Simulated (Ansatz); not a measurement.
`[OH][Sb]1[CH2][O]1`. The species carries charge 0 and has multiplicity 1. Sb takes the def2 core potential. The geometry is a stationary point of PBE0-D4/def2-TZVP. It is one conformer, not always the lowest.

```xyz
7

O    -1.111    1.611    0.740
Sb   -0.981    0.554   -0.900
C     0.653   -0.698   -0.402
O    -0.592   -1.257   -0.103
H    -0.448    1.385    1.399
H     1.259   -0.403    0.458
H     1.219   -1.191   -1.193
```

**Question.** What is the dipole moment at r2SCAN/def2-TZVPP? (An estimate is asked.)

**Answer.** Computed: 2.04 D, with components (1.47, 0.77, -1.18) D in this frame, pointing from negative to positive charge.

**Question.** And with PBE, B3LYP, ωB97M-V? (Best estimate.)

**Answer.** The calculation gave: PBE 1.96 D, B3LYP 2.17 D, ωB97M-V 2.20 D.

**Question.** Give the Mulliken charges with r2SCAN, B3LYP, PBE in def2-TZVPP. (An estimate is asked.)

**Answer.** Computed: 
```
atom  r2SCAN  B3LYP    PBE
  O1   -0.54  -0.54  -0.49
 Sb2    0.82   0.87   0.76
  C3   -0.16  -0.25  -0.24
  O4   -0.45  -0.46  -0.39
  H5    0.20   0.18   0.19
  H6    0.07   0.09   0.08
  H7    0.07   0.10   0.09
```

B3LYP here is the variant with VWN-RPA as its local correlation; programs differ in this.
